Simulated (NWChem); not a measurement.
System: selenophene (C$_{4}$H$_{4}$Se); SMILES c1cc[se]c1

Computed with NWChem. Pople sets run with spherical d functions. All runs use the structure optimised with PBE0/def2-SVP. Ions are spin-unrestricted doublets at the neutral geometry; other ion states weren't tried.

```json
[
 {"level": "B3LYP/6-31G*", "vertical ionisation energy, ΔSCF (eV)": "8.59", "−ε(HOMO) (eV)": "6.30", "ΔSCF minus −ε(HOMO) (eV)": "2.29"},
 {"level": "PBE/6-31G*", "vertical ionisation energy, ΔSCF (eV)": "8.60", "−ε(HOMO) (eV)": "5.49", "ΔSCF minus −ε(HOMO) (eV)": "3.11"},
 {"level": "M06-2X/6-31G*", "vertical ionisation energy, ΔSCF (eV)": "8.87", "−ε(HOMO) (eV)": "7.75", "ΔSCF minus −ε(HOMO) (eV)": "1.12"},
 {"level": "Hartree-Fock/6-31G*", "vertical ionisation energy, ΔSCF (eV)": "___", "−ε(HOMO) (eV)": "___", "ΔSCF minus −ε(HOMO) (eV)": "___"},
 {"level": "LRC-wPBEh/6-31G*", "vertical ionisation energy, ΔSCF (eV)": "8.73", "−ε(HOMO) (eV)": "8.46", "ΔSCF minus −ε(HOMO) (eV)": "0.27"}
]
```

Question: Some entries are withheld; supply them.

Answer: 
- Hartree-Fock/6-31G*, vertical ionisation energy, ΔSCF (eV): 7.46
- Hartree-Fock/6-31G*, −ε(HOMO) (eV): 8.78
- Hartree-Fock/6-31G*, ΔSCF minus −ε(HOMO) (eV): -1.32
